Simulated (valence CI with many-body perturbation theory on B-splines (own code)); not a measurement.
Results of a calculation; reference values are marked as such.
# Hf66+: what the settings do

Level of theory: configuration interaction combined with many-body perturbation theory (CI+MBPT): four valence electrons over a frozen Dirac-Fock core [He], radial functions for each j: 6 s, 6 p, 5 d, 3 f, 1 g, with the one-electron correlation potential Σ1 (screened to all orders), the two-electron term Σ2, the three-electron term Σ3, Breit, model QED; selected single and double excitations, second order for the rest, scaled by the run's own slope (own B-spline code, finite nucleus).

The last digits are not significant, and no measured levels were compared; by estimate large intervals hold to a few tenths of a per cent, small ones and those within an open d or f shell to about a per cent.

The reference run has the lowest level (2s^2 2p1/2^2) J=0 and an ionisation energy of 17282.9 eV. Its largest variational space holds 8961 state functions.

Levels are named by their leading jj configuration (3d3/2^4 stands for four electrons in 3d with j = 3/2), which in mixed levels can hold well under half, so a name can repeat and another be missing. Letters in brackets count levels of one name in rising energy.

Changed runs:
A. core polarisation of operators on → off
B. scale of Σ2 1 → 1.2
C. selection threshold (hartree) 2e-08 → 1e-06
D. highest l in the core sums 6 → 1 (bad on purpose)

Excitation energies of the reference run in cm⁻¹, and shifts in cm⁻¹:

```tsv
Level	Reference	A	B	C	D
(2s^2 2p1/2 2p3/2) J=1	10025400	0	-66	-0.5	-73
(2s^2 2p1/2 2p3/2) J=2	10172000	0	-11	-0.2	-4.8
(2s 2p1/2^2 2p3/2) J=2	12355100	0	-356	-0.1	+1054
(2s 2p1/2^2 2p3/2) J=1	13041600	0	-617	0	+1061
(2s^2 2p3/2^2) J=2	20378900	0	-19	-0.3	-375
(2s^2 2p3/2^2) J=0	20867100	0	+97	0	-853
(2s 2p1/2 2p3/2^2) J=2 [a]	22156500	0	-267	-0.1	+1001
(2s 2p1/2 2p3/2^2) J=3	22511000	0	-312	-0.8	+1082
(2s 2p1/2 2p3/2^2) J=0	22993800	0	-211	+0.1	+582
(2s 2p1/2 2p3/2^2) J=1 [a]	23171300	0	-707	-0.3	+979
(2s 2p1/2 2p3/2^2) J=2 [b]	23247200	0	-608	-0.1	+1073
(2s 2p1/2 2p3/2^2) J=1 [b]	23281000	0	-402	-0.5	+600
Ionisation energy (eV)	17282.9	0	-0.0052	0	-0.14
```

No effect on these energies: A.
